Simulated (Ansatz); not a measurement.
Ansatz (a first-principles code) input:

Ansatz 0.2 input:
```yaml
crystal:
  periodic: [false, false, false]
  atoms:
    - {symbol: W, position_ang: [0.03026373, -0.01216340, -0.00744043]}
    - {symbol: H, position_ang: [-1.12666800, 0.03357303, 1.19298235]}
    - {symbol: H, position_ang: [-0.82709561, 1.40802932, 0.16456333]}
    - {symbol: H, position_ang: [-0.21943787, -0.99244252, -1.39029555]}
    - {symbol: H, position_ang: [-1.56543162, -0.02719069, -0.49234066]}
    - {symbol: H, position_ang: [0.50294838, -0.89240032, 1.38444265]}
    - {symbol: H, position_ang: [0.99616834, 1.37052278, -0.30876010]}
basis:
  gaussian:
    orbitals: def2-TZVP
magnetization: {spin_polarized: false}
correlation: {method: mp2, electrons: outside_noble_gas}
relax: {f_tol: 0.003, max_steps: 100}
```

Task: Which total energy does the run end on?

Result: -69.98829 Eh (MP2/def2-TZVP). The basis has 76 functions.
